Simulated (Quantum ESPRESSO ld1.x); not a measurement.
The argon ion Ar9+, 9 electrons, occupied as [He] 2s2 2p5 (the NIST ground configuration). All-electron calculation, Dirac Kohn-Sham, revPBE, spin-unpolarised, spherical densities, point nucleus; open shells are shared between the two j in proportion to 2j + 1. Program: ld1.x of Quantum ESPRESSO 7.5.

Radial electron density D(r) = 4 pi r^2 rho(r):

```
   r/bohr * D(r) (the largest magnitude, 20.8, reaches the edge; | marks zero)
 0.002788 |*
 0.003069 |*
 0.003405 |*
 0.003749 | *
 0.004126 | *
 0.004579 | *
  0.00504 |  *
 0.005548 |  *
 0.006107 |   *
 0.006776 |    *
 0.007459 |     *
  0.00821 |      *
  0.00911 |       *
  0.01003 |        *
  0.01104 |          *
  0.01225 |            *
  0.01348 |              *
  0.01484 |                *
  0.01634 |                  *
  0.01813 |                     *
  0.01995 |                        *
  0.02196 |                            *
  0.02437 |                               *
  0.02683 |                                   *
  0.02953 |                                      *
  0.03277 |                                          *
  0.03607 |                                             *
   0.0397 |                                                *
   0.0437 |                                                   *
  0.04849 |                                                     *
  0.05338 |                                                      *
  0.05876 |                                                      *
   0.0652 |                                                     *
  0.07176 |                                                    *
  0.07899 |                                                  *
  0.08765 |                                              *
  0.09648 |                                           *
   0.1062 |                                        *
   0.1169 |                                     *
   0.1297 |                                   *
   0.1428 |                                  *
   0.1572 |                                  *
   0.1744 |                                    *
    0.192 |                                      *
   0.2113 |                                         *
   0.2345 |                                            *
   0.2581 |                                               *
   0.2841 |                                                *
   0.3127 |                                               *
    0.347 |                                             *
    0.382 |                                         *
   0.4205 |                                   *
   0.4666 |                             *
   0.5136 |                      *
   0.5653 |                *
   0.6273 |          *
   0.6905 |      *
     0.76 |   *
   0.8366 | *
   0.9283 |*
    1.022 *
    1.125 *
    1.248 *
    1.374 *
```

D(r) has 2 maxima, at r = 0.0578, 0.291 bohr, and minima at 0.147 bohr, inside which lie 2.21 electrons.
